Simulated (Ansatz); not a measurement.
`CBB(C)F` + `FC(F)C(F)(F)F` → `CBBC` + `FC(F)(F)C(F)(F)F`  (formal exchange of groups at a B–F bond)

Calculated with Ansatz (gas phase, PBE0-D4/def2-TZVP geometries, no zero-point term in ΔE). CCSD(T)/CBS is the MP2 limit (def2-TZVPP, def2-QZVPP) plus CCSD(T) − MP2 in def2-TZVPP, frozen cores. DFT in def2-TZVPP. B3LYP here is the variant with VWN-RPA as its local correlation; programs differ in this. Each species was taken in one conformer, which may not be the lowest.

```csv
level,ΔE (kcal/mol),difference from CCSD(T)/CBS
PBE-D4,39.8,-2.9
r2SCAN-D4,39.3,-3.4
PBE0-D4,40.1,-2.6
B3LYP-D4,42.2,-0.5
ωB97X-V,40.5,-2.2
ωB97M-V,40.8,-1.9
B2PLYP,42.8,0.1
PBE,40.0,-2.7
r2SCAN,39.4,-3.3
PBE0,40.3,-2.4
B3LYP,42.4,-0.3
HF/def2-TZVPP,42.1,-0.6
MP2/def2-TZVPP,43.2,0.5
SCS-MP2/def2-TZVPP,43.2,0.5
CCSD/def2-TZVPP,42.3,-0.4
CCSD(T)/def2-TZVPP,42.1,-0.6
HF/def2-QZVPP,42.1,-0.6
MP2/def2-QZVPP,43.6,0.9
SCS-MP2/def2-QZVPP,43.5,0.8
HF/CBS(def2),42.1,-0.6
MP2/CBS(def2),43.8,1.1
CCSD/CBS(def2),42.9,0.2
CCSD(T)/CBS,42.7,0
```

Largest T1 diagnostic among the species: 0.012.
